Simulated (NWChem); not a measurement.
Species: HgCl cation; SMILES [Cl][Hg+]

All runs: NWChem. def2 effective core potentials on Hg; no spin-orbit coupling. Each level has its own optimisation; frequencies are unscaled.

| level | r Cl–Hg (Å) | highest harmonic frequency (cm⁻¹) | zero-point energy (kcal/mol) |
|---|---|---|---|
| CAM-B3LYP/def2-SVP | 2.276 | 366 | 0.5 |
| PBE0/def2-TZVP | 2.239 | 379 | 0.5 |
| PBE0/def2-SVP | 2.278 | 359 | 0.5 |
